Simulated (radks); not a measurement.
Coulomb parameter of the 3d shell of the iron ion Fe+ in the model configuration [Ar] 3d5.5 4s1.5, as a second difference U = [E(n + 0.25) + E(n - 0.25) - 2 E(n)] / (0.25)^2 with all orbitals relaxed. "Bare": the charge of the atom changes with n. "Screened": the 4s shell takes up the change at fixed total charge, which measures U(3d,3d) + U(4s,4s) - 2 U(3d,4s). All-electron calculation, scalar-relativistic Kohn-Sham, r2SCAN, spin-unpolarised, spherical densities, finite nucleus; meta-GGA in the generalised Kohn-Sham scheme; Fermi nuclear charge, rms radius 3.7377 fm. Program: a radial shooting solver on a logarithmic mesh with Libxc functionals.

[
 {"case": "start", "configuration": "[Ar] 3d5.5 4s1.5", "E - E(n) (eV)": "0.000"},
 {"case": "bare +0.25", "configuration": "[Ar] 3d5.75 4s1.5", "E - E(n) (eV)": "-4.217"},
 {"case": "bare -0.25", "configuration": "[Ar] 3d5.25 4s1.5", "E - E(n) (eV)": "5.160"},
 {"case": "screened +0.25", "configuration": "[Ar] 3d5.75 4s1.25", "E - E(n) (eV)": "-1.247"},
 {"case": "screened -0.25", "configuration": "[Ar] 3d5.25 4s1.75", "E - E(n) (eV)": "1.474"}
]

U(bare) = 15.080 eV, U(screened by 4s) = 3.636 eV, against the Slater integral F0(3d,3d) = 23.801 eV with frozen orbitals.
